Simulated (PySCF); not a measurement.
Spinor energies of In³⁶⁺ (indium, charge +36)

Start: [Ne] 3s2 3p1; 3p1/2 filled at m_j = +1/2. Calculated with PySCF 2.14 in an even-tempered Gaussian basis (18 s from 7 bohr⁻², ratio 2.4; 14 p from 9 bohr⁻², ratio 2.4; 4 d from 31 bohr⁻², ratio 2.6; 4 f from 47 bohr⁻², ratio 2.6): generalised Hartree-Fock with the X2C-1e Hamiltonian and a Gaussian nucleus; one run each with spin-orbit coupling (SO) switched off, then screened by Boettger's factors.

```tsv
spinor shell	electrons	ε, spin-free (eV)	ε, screened SO (eV)	weight of nominal j (screened SO)	rms radius, screened SO (bohr)
1s1/2	2	-30221.7	-30217.8	1.000	0.0340
2s1/2	2	-6319.0	-6317.2	1.000	0.136
2p1/2	2	-5887.6	-6040.2	1.000	0.118
2p3/2	4	-5887.6	-5815.9	1.000	0.123
3s1/2	2	-2477.7	-2477.0	1.000	0.329
3p1/2	1	-2360.6	-2397.5	1.000	0.315
```

```tsv
quantity	spin-free	screened SO
E (hartree)	-4789.83073	-4792.26278
M_J	1/2	1/2
⟨J²⟩	1.092	0.751
⟨L²⟩	2.003	2.008
⟨S²⟩	0.751	0.756
```

Each row is a mean over spinors that exchange with the open shell spreads, by up to 11.607 eV (2p1/2).

Breit and QED terms are absent; they matter most for the inner s and p1/2 levels.

Densities and radii are taken from the X2C orbitals without a picture-change correction, which distorts them close to the nucleus.

Without spin-orbit coupling the j labels of p, d and f shells carry no meaning; the spin-free column gives the mean over the occupied spinors of each nl shell, and its ⟨J²⟩ belongs to a mixture of degenerate components.
